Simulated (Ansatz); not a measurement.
C4H5N, charge +1, doublet, at a GFN2-xTB geometry (a state made from the parent by changing its charge; the spin is typed, not shown lowest); Ansatz (an electronic-structure program) with PBE/6-31G*.

Input for Ansatz:
Ansatz 0.2 input:
```yaml
crystal:
  periodic: [false, false, false]
  atoms:
    - {symbol: C, position_ang: [-0.06357162, -1.13644082, 0.44125941]}
    - {symbol: C, position_ang: [-1.15680579, -0.37198786, 0.11693738]}
    - {symbol: C, position_ang: [-0.66289635, 0.87577033, -0.35727821]}
    - {symbol: N, position_ang: [0.68645322, 0.84847991, -0.31398155]}
    - {symbol: C, position_ang: [1.08891418, -0.34919756, 0.16241899]}
    - {symbol: H, position_ang: [-0.05172893, -2.13645287, 0.83118679]}
    - {symbol: H, position_ang: [-2.19353832, -0.63877508, 0.19579139]}
    - {symbol: H, position_ang: [-1.22005152, 1.73058867, -0.70383313]}
    - {symbol: H, position_ang: [1.29945642, 1.60617307, -0.59436729]}
    - {symbol: H, position_ang: [2.12684727, -0.60975777, 0.28906760]}
basis:
  gaussian:
    orbitals: 6-31G*
hamiltonian:
  xc: pbe
total_charge: 1
magnetization: {spin_polarized: true, initial_magnetization: 1}
accuracy: high
```

The log (banner, timings and long lists left out):

```
Functional definition: PBE
2037 factors; integrals over basis functions are off by at most 3.3e-9 eV
mean field evaluation 1: about -5691.6266 eV, gradient 5.0e1 eV
mean field evaluation 2: about -5676.0554 eV, gradient 7.5e1 eV
mean field evaluation 4: about -5703.7016 eV, gradient 3.7e0 eV
mean field evaluation 8: about -5703.7703 eV, gradient 3.1e-2 eV
mean field evaluation 16: about -5703.7656 eV, gradient 4.2e-5 eV
mean field evaluation 32: about -5702.5406 eV, gradient 1.4e0 eV
mean field -5703.76561348 eV, -209.6095201442 hartree, gradient 8.8e-8 eV, S^2 0.757244; 3 other end points of the search recorded, 0 dependent functions left out
reference -5703.76561580 eV, -209.6095202294 hartree; 18, 17 occupied and 67, 68 virtual orbitals, 2037 factors
Total energy: -5703.76561580 eV, -209.6095202294 hartree
```
